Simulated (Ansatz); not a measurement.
C3H9NSi can be A, `C=C([SiH3])NC`, or B, `C=C[SiH2]CN`.

Gas-phase electronic energies from Ansatz, PBE0-D4/def2-TZVP geometries. CCSD(T)/CBS adds triple-zeta CCSD(T) − MP2 to the extrapolated MP2 energy (def2 sets, frozen cores). Functionals use def2-TZVPP. B3LYP here is the variant with VWN-RPA as its local correlation; programs differ in this. One conformer a species, not always the lowest.

A:

```xyz
14

C     1.140    1.510    0.709
C     0.341    0.497    0.339
Si   -1.377    0.932   -0.283
N     0.699   -0.831    0.463
C     0.148   -1.835   -0.412
H     2.149    1.340    1.078
H     0.796    2.534    0.677
H    -2.430    0.230    0.501
H    -1.545    2.399   -0.149
H    -1.556    0.548   -1.710
H     1.673   -0.973    0.690
H     0.429   -2.824   -0.049
H     0.475   -1.742   -1.458
H    -0.944   -1.786   -0.396
```

B:

```xyz
14

C     2.0408   -1.3371    0.6882
C     1.2627   -0.2598    0.6188
Si    0.2861    0.1972   -0.8999
C    -1.5698    0.1814   -0.5355
N    -1.9963    1.1088    0.5177
H     2.1604   -2.0095   -0.1572
H     2.5973   -1.5956    1.5853
H     1.1995    0.3744    1.5030
H     0.6454    1.5837   -1.3219
H     0.6524   -0.7550   -1.9885
H    -2.1260    0.4126   -1.4502
H    -1.8820   -0.8296   -0.2552
H    -1.5580    0.8724    1.3994
H    -1.7127    2.0559    0.2959
```

Which isomer does CCSD(T)/CBS put lower? Give the gap. (Estimate.)

The calculation gave: B, by 5.4 kcal/mol.

Give E(B) − E(A) in kcal/mol with B3LYP-D4, B2PLYP, CCSD(T)/def2-TZVPP, r2SCAN-D4, PBE0-D4, MP2/def2-TZVPP, HF/def2-TZVPP. (Estimate.)

Computed: B3LYP-D4 -3.0, B2PLYP -4.1, CCSD(T)/def2-TZVPP -4.9, r2SCAN-D4 -2.8, PBE0-D4 -2.9, MP2/def2-TZVPP -4.3, HF/def2-TZVPP -5.3. None reverses the order clearly.

Largest T1 diagnostic: 0.012.

The D4 term adds +0.8 kcal/mol with B3LYP and +0.4 kcal/mol with PBE0; it sums over pairs of atoms, weighted by their polarisabilities, and B3LYP, whose exchange is more repulsive, gets the larger term.
